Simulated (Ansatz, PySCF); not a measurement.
Pair of molecules: CH5N (SMILES CN) (first 7 atoms) with H4OSi (SMILES O[SiH3]); geometry from B3LYP-D3(BJ)/def2-TZVP.
(charge 0, multiplicity 1):
```xyz
13

C      0.238    -0.361    -0.120
N     -0.269     0.971     0.236
H     -0.458    -1.116     0.245
H      1.192    -0.524     0.381
H      0.381    -0.512    -1.195
H     -1.164     1.148    -0.205
H      0.366     1.696    -0.079
O     -0.510     1.011     3.012
Si    -0.073    -0.370     3.767
H     -0.443     1.050     2.025
H     -0.891    -1.538     3.336
H     -0.258    -0.171     5.221
H      1.349    -0.731     3.511
```

Basis-set superposition error: the interaction energy with monomers in their own basis, and in the dimer's basis (counterpoise).

Run with Ansatz (a quantum-chemistry and plane-wave program); PySCF for 6-31G* rows. 

| level | uncorrected (kJ/mol) | counterpoise (kJ/mol) | difference |
|---|---|---|---|
| BLYP/def2-TZVPPD | -34.5 | -33.7 | 0.8 |
| revPBE/def2-TZVPPD | -32.9 | -32.2 | 0.7 |
| B97M-V/def2-TZVPPD | -44.3 | -43.7 | 0.6 |
| B3LYP/def2-TZVPPD | -37.2 | -36.6 | 0.7 |
| PBE0/def2-TZVPPD | -42.8 | -42.3 | 0.6 |
| wB97X-V/def2-TZVPPD | -44.6 | -44.0 | 0.6 |
| wB97M-V/def2-TZVPPD | -44.3 | -43.6 | 0.7 |
| MP2/6-31G* | -54.0 | -41.4 | 12.6 |
| SCS-MP2/aug-cc-pV(D+d)Z | -44.2 | -35.3 | 8.9 |
| CCSD/aug-cc-pV(D+d)Z | -44.6 | -36.4 | 8.2 |

The error is largest for MP2/6-31G* (12.6 kJ/mol) and smallest for B97M-V/def2-TZVPPD (0.6 kJ/mol).
